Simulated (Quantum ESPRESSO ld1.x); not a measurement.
Results of a calculation; reference values are marked as such.
Q: The aim is the tin ion Sn+ in [Kr] 4d10 5s2 5p1. This ld1.x (Quantum ESPRESSO 7.5) run was made with `OMP_NUM_THREADS=1 ld1.x < ld1.in > ld1.out`. Can the result be used? Name any fault.

```
 &input
    zed=50.0,
    iswitch=1,
    rel=2,
    dft='PZ',
    config='[Cd] 4d10 5s2 5p1',
    lsmall=.true.,
    prefix='ld1',
    max_out_wfc=37,
    file_charge='ld1.rho',
 /
```

Output (excerpt):

```
     Program LD1 v.7.5 starts

 %%%%%%%%%%%%%%%%%%%%%%%%%%%%%%%%%%%%%%%%%%%%%%%%%%%%%%%%%%%%%%%%%%%%%%%%%%%%%%
     Error in routine el_config (1):
     wrong core: Cd
 %%%%%%%%%%%%%%%%%%%%%%%%%%%%%%%%%%%%%%%%%%%%%%%%%%%%%%%%%%%%%%%%%%%%%%%%%%%%%%

     stopping ...
```

A: No (refused). The line at issue: config='[Cd] 4d10 5s2 5p1'. The program stops in el_config with "wrong core: Cd": the cores known are He, Ne, Ar, Kr, Xe, Hg and Rn. The sound input gives -6173.42 hartree.
